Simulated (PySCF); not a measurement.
A calculated (UHF, PySCF 2.14, cc-pVTZ, the non-relativistic Hamiltonian (point nucleus)) atom or ion has these occupied shells.

```
shell  electrons  orbital energy (eV)  rms radius, mean of both spins (bohr)
 1s β          1              -5003.1                                 0.0812
 1s α          1              -5003.1                                 0.0812
 2s α          1              -599.15                                  0.353
 2s β          1              -598.19                                  0.353
 2p α          3              -500.42                                  0.321
 2p β          3              -499.46                                  0.321
 3s α          1              -95.535                                   1.09
 3s β          1              -91.927                                   1.09
 3p α          3              -66.829                                   1.18
 3p β          3              -62.346                                   1.18
 3d α          2              -28.057                                   1.55
```

(1) Name the element and its charge.

Answers

(1) Ti²⁺ (titanium, charge +2), in [Ar] 3d2, high-spin 3F determinant.
